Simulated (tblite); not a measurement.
C5H13OPSi.
Geometry (GFN2-xTB, Å), atoms numbered from 1 in this order:
```
atom  x, y, z in Å
C1    -1.683    1.359    0.773
O2    -0.468    1.063    0.139
C3    -0.545    0.217   -0.990
C4    -0.896   -1.234   -0.645
C5     0.310   -1.859    0.060
P6     1.847   -0.879   -0.398
Si7    1.912    0.570    1.323
C8     0.857    0.165   -1.581
H9    -2.111    0.489    1.283
H10   -2.416    1.744    0.054
H11   -1.460    2.127    1.511
H12   -1.276    0.634   -1.704
H13   -1.101   -1.758   -1.580
H14   -1.792   -1.294   -0.026
H15    0.445   -2.900   -0.245
H16    0.194   -1.850    1.145
H17    3.214    0.279    1.947
H18    0.897    0.336    2.353
H19    1.935    1.959    0.878
H20    0.837   -0.309   -2.565
H21    1.293    1.159   -1.679
```

Level: GFN2-xTB in tblite, geometry and Hessian alike; calculated harmonic values, unscaled, isolated species. The method is semi-empirical: single wavenumbers can be off by several per cent or more. Modes of hydrogen on silicon can be 10 to 20 % off. One conformer, not necessarily the lowest.

Harmonic wavenumbers (cm⁻¹): 58.5, 79.0, 120.8, 179.2, 210.3, 222.2, 237.2, 301.4, 366.3, 407.5, 455.1, 501.2, 518.0, 558.5, 652.0, 708.2, 734.1, 745.5, 787.8, 810.9, 834.9, 841.5, 886.1, 930.2, 976.8, 1012.7, 1073.1, 1096.6, 1101.0, 1130.0, 1141.4, 1157.4, 1196.9, 1221.4, 1242.5, 1265.0, 1306.8, 1324.0, 1404.8, 1437.9, 1462.3, 1469.6, 1486.5, 1491.9, 2178.5, 2227.0, 2280.4, 2824.5, 2907.9, 2928.2, 2948.7, 2953.0, 2971.5, 2980.1, 2991.6, 2996.8, 3024.6.

A = 1776, B = 1406, C = 1037 MHz; mass 148.047 u (most abundant isotopes); point group C1, symmetry number 1.

Zero-point energy?

½Σν̃ = 36679 cm⁻¹ = 438.78 kJ/mol.

Entropy at 298.15 K, 1 bar (ideal gas, RRHO, classical rotation)?

Translation 171.18, rotation 122.21, vibration 120.21: S = 413.6 J/(mol K).

And Cp and H(298.15 K) − H(0)?

Cp = 172.96 J/(mol K), of which vibrations give 139.71 (their classical limit is 57 R = 473.9); H(298.15 K) − H(0) = 29.79 kJ/mol without the zero-point energy, 19.88 from vibrations.

Which modes carry the vibrational entropy at 298.15 K?

58.5 cm⁻¹: 18.86; 79.0 cm⁻¹: 16.38; 120.8 cm⁻¹: 12.92; 179.2 cm⁻¹: 9.78; 210.3 cm⁻¹: 8.54; 222.2 cm⁻¹: 8.12 J/(mol K); the other 51 give 45.61 together.

How do the functions run with temperature in this model?

| T (K) | S (J/(mol K)) | Cp (J/(mol K)) | H − H(0) (kJ/mol) | G − H(0) (kJ/mol) | ln q(vib) |
| --- | --- | --- | --- | --- | --- |
| 100 | 287.5 | 76.8 | 5.23 | -23.52 | 1.37 |
| 200 | 355.1 | 123.7 | 15.24 | -55.77 | 3.85 |
| 300 | 414.7 | 173.9 | 30.11 | -94.29 | 6.49 |
| 500 | 525.3 | 262.1 | 74.18 | -188.47 | 11.98 |
| 800 | 668.6 | 346.6 | 166.63 | -368.24 | 20.13 |
| 1000 | 750.1 | 383.0 | 239.79 | -510.27 | 25.24 |

q(vib) and H(0) count from the zero-point level.

Blend soft modes into free rotors: weight 1/[1 + (100 cm⁻¹/ν̃)⁴] for the oscillator and the rest for a rotor with moment μB/(μ + B), μ = h/(8π²ν), B = 10⁻⁴⁴ kg m². What vibrational entropy results?

113.06 J/(mol K) in place of 120.21, which changes −T·S at 298.15 K by +2.13 kJ/mol.

Hindered rotation and anharmonicity are outside this model. Other conformers, if any are populated, would add a mixing term that is left out. The structure is chiral; the term R ln 2 for an equal mix with its mirror image is left out.
